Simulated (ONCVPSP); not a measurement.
# u(r) = r·R(r): atom against pseudo-atom (bromine (Br))

Columns: radius, all-electron u(r) and pseudo u(r) of the 4s shell (level -20.13 eV) of bromine in the configuration [Ar] 3d10 4s2 4p5; PBE, scalar-relativistic, ONCV scheme, ONCVPSP 4.0.1.

```
r (bohr)  all-electron  pseudo
   0.088        0.1851  0.0148
   0.175        0.1823  0.0348
   0.262       -0.1482  0.0640
   0.350       -0.3816  0.1041
   0.438       -0.4211  0.1543
   0.525       -0.3170  0.2126
   0.612       -0.1376  0.2791
   0.700        0.0687  0.3549
   0.788        0.2678  0.4390
   0.875        0.4405  0.5281
   0.962        0.5826  0.6182
   1.050        0.6939  0.7033
   1.138        0.7746  0.7748
   1.225        0.8279  0.8267
   1.312        0.8586  0.8580
   1.400        0.8704  0.8703
   1.487        0.8667  0.8666
   1.575        0.8507  0.8506
   1.662        0.8256  0.8256
   1.750        0.7933  0.7933
   1.838        0.7563  0.7562
   1.925        0.7165  0.7165
   2.012        0.6751  0.6751
   2.100        0.6326  0.6326
   2.188        0.5902  0.5902
   2.275        0.5492  0.5492
```

How many radial nodes do the two functions have?

The all-electron 4s function has n − l − 1 = 3 (the table is too coarse to show those close to the nucleus); the pseudo-wave has 0, since the states of the same l below it are removed with the core.

At about which radius was the pseudo-wave matched?

1.50 bohr. The columns agree to 0.0005 from 1.40 bohr on; several derivatives are matched, so the curves merge somewhat inside the radius.

Is the pseudo-wave norm-conserving?

Yes: the ONCV scheme keeps the norm inside the radius equal to the all-electron one, which fixes the energy derivative of the logarithmic derivative at the level.
